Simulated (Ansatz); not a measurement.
Consider the formal exchange of groups at a Ti–C bond: `C#[C][Ti]([Cl])([Cl])[Cl]` + `C=COCO` → `C=C[O][Ti]([Cl])([Cl])[Cl]` + `C#CCO`.

Calculated with Ansatz (gas phase, PBE0-D4/def2-TZVP geometries, no zero-point term in ΔE). CBS: MP2 limit from def2 TZ/QZ plus the TZ coupled-cluster correction, frozen cores. This one scheme is used for every species. DFT in def2-TZVPP. B3LYP here is the variant with VWN-RPA as its local correlation; programs differ in this. For Ti outer-core shells are correlated without core-valence functions, which leaves a few kJ/mol of doubt a bond. Scalar relativity is left out up to krypton. Each species was taken in one conformer, which may not be the lowest.

Is it downhill or uphill in electronic energy at CCSD(T)/CBS, and by how much? (Estimate.)

The calculation gave: Downhill: ΔE = -141.9 kJ/mol.

What do these levels give: r2SCAN-D4, PBE0-D4, B3LYP-D4, HF/def2-QZVPP, SCS-MP2/def2-QZVPP, CCSD/CBS(def2)? (An estimate is asked.)

The calculation gave: r2SCAN-D4 -143.4, PBE0-D4 -144.7, B3LYP-D4 -147.3, HF/def2-QZVPP -144.1, SCS-MP2/def2-QZVPP -140.9, CCSD/CBS(def2) -143.0 kJ/mol.

Largest T1 diagnostic among the species: 0.024, so the coupled-cluster value is less sure than usual.
